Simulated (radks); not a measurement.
Dynamic dipole polarisability and lines of the antimony ion Sb23+, [Ar] 3d10. All-electron calculation, scalar-relativistic Kohn-Sham, exchange-only LDA, spin-polarised, spherical densities, finite nucleus; Fermi nuclear charge, rms radius of each element as measured or else 0.836 A^(1/3) + 0.57 fm. Program: a radial shooting solver on a logarithmic mesh with Libxc functionals. Time-dependent linear response with the Hartree and adiabatic exchange-only LDA kernel, continuum included through the Sternheimer equations, no spin-orbit coupling, so fine structure and intercombination lines are absent. Lines are the poles of the dipole polarisability below minus the highest occupied eigenvalue, found on a grid refined at the orbital gaps; the lowest seven at most are given, and weak or close lines can be missed. The first line takes the name of the lowest orbital gap if no other gap lies below it; otherwise a line is named after a gap within 0.6 % of it, if that gap stands alone.

photon energy (eV)  alpha (bohr^3)
0                          0.01656
19.369                     0.01657
96.845                     0.01683
174.32                     0.01744
251.80                     0.01858
329.27                     0.02031
406.75                     0.02353
484.23                     0.03158
561.70                     0.02278
639.18                     0.05347
716.66                     -0.2780
794.13                    0.003762
871.61                     0.06187
949.08                   -0.006558
1026.6                     0.06485
1104.0                    0.004935

Lines (eV, oscillator strength): 530.28 (2.338 nm, 3d-4p), f = 0.442; 702.05 (1.766 nm, unassigned), f = 1.21; 708.32 (1.750 nm, unassigned), f = 4.03; 800.12 (1.550 nm, 3d-5p), f = 0.0518; 841.11 (1.474 nm, 3p-4d), f = 1.24; 880.80 (1.408 nm, unassigned), f = 1.76; 910.57 (1.362 nm, 3s-4p), f = 0.332. Higher lines, where found, are left out when the end of the mesh affects them. Those listed give 74 % of the static polarisability (sum of f/w^2). Orbital energy gaps for comparison: 3d-4p 526.62 eV; 3d-4f 691.01 eV; 3p-4s 700.09 eV; 3d-5p 798.71 eV; 3p-4d 838.21 eV.
